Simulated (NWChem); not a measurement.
AlH$_{3}$O$_{2}$; SMILES [OH][AlH][OH]

```xyz
6

Al    -0.3565    -0.1424    -0.2465
H     -1.5275    -0.9449    -0.9266
O     -0.1438     1.4779    -0.7004
H      0.5322     2.0648    -0.3584
O      0.6991    -0.8074     0.9104
H      0.6799    -1.7046     1.2450
```
Atoms are numbered in this order, from 1.

Program: NWChem. Geometry optimised at PBE0/def2-SVP; all other runs use it. 

```json
[
 {"quantity": "anisotropy (bohr³) at 589 nm", "level": "PBE0/aug-cc-pVDZ", "value": "…"},
 {"quantity": "charge (e), ESP O5", "level": "B3LYP/def2-SVP", "value": "…"},
 {"quantity": "−ε(HOMO) (eV)", "level": "M06-2X/def2-SVP", "value": "10.13"},
 {"quantity": "vertical, lowest excitation, singlet (eV)", "level": "PBE/def2-SVP, TDA", "value": "6.47"},
 {"quantity": "dipole (D)", "level": "PBE0/def2-SVP", "value": "…"},
 {"quantity": "highest harmonic frequency (cm⁻¹)", "level": "PBE0/def2-SVP", "value": "3993"}
]
```

Question: Complete the blanks.

Answer: 
- anisotropy (bohr³) at 589 nm, value: 6.6
- charge (e), ESP O5, value: -0.76
- dipole (D), value: 1.46
